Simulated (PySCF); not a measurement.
Osmium: a sound run and one with changed settings

Sound run: Os [Xe] 4f14 5d6 6s2, Os⁺ [Xe] 4f14 5d6 6s1. Calculation: PySCF 2.14, in def2-TZVP with the def2 core potential (60 electrons); scalar relativity through the core potential. The sound run starts from symmetry-adapted Hartree-Fock orbitals and uses a fine grid where one is needed.

Changed run: 14 angular points. This setting is unsound on purpose.

```csv
species,method,sound run (hartree),changed run (hartree),converged
Os,UHF,-89.83664,-89.83664,yes
Os,M06-2X,-90.45867,-90.45441,no
Os,PBE,-90.59162,-90.58808,yes
Os⁺,UHF,-89.59760,-89.59760,yes
Os⁺,M06-2X,-90.14382,-90.14472,yes
Os⁺,PBE,-90.28610,-90.27868,yes
```

Ionisation energy of Os:

```json
{"method": "UHF", "sound run (eV)": "6.505", "changed run (eV)": "6.505"}
{"method": "PBE", "sound run (eV)": "8.314", "changed run (eV)": "8.419"}
```

A coarse angular grid integrates products of high-l functions wrongly, so density functionals can shift, and the SCF can exploit the error; Hartree-Fock and MP2 need no grid.

For comparison, NIST gives 8.438 eV between the lowest levels.
